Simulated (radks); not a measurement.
Fractional charge and spin in the 4d shell of indium: the spin-up occupation runs from 4 to 5 and the spin-down occupation from 4 to 5; the fullest corner is In+, [Kr] 5s2 4d(up 5, down 5). All-electron calculation, scalar-relativistic Kohn-Sham, BLYP, spin-polarised, spherical densities, finite nucleus; Fermi nuclear charge, rms radius of each element as measured or else 0.836 A^(1/3) + 0.57 fm. Program: a radial shooting solver on a logarithmic mesh with Libxc functionals. Energy (eV) minus the two flat planes that join the four corners (they meet along the diagonal where the two added fractions sum to one electron); zero is where a piecewise linear energy would lie.

down \ up,4,4.25,4.5,4.75,5
4,0.000,-1.527,-2.023,-1.508,0.000
4.25,-1.527,-1.971,-1.405,0.151,-1.392
4.5,-2.023,-1.405,0.201,-1.293,-1.840
4.75,-1.508,0.151,-1.293,-1.791,-1.368
5,0.000,-1.392,-1.840,-1.368,0.000

Corners above the fullest one (they belong to In2+ and the next ion): (up 5, down 4) 33.115 eV, (up 4, down 5) 33.115 eV, (up 4, down 4) 82.505 eV. With half an added electron in each spin the energy lies 0.201 eV from the planes, and with half an added electron in spin up alone -2.023 eV. The planes are only a guide here: the flat-plane condition holds for ground states with one frontier orbital, while this shell lies below other occupied shells, so the corners above the fullest one are inner-hole states and not the ground states of those ions.
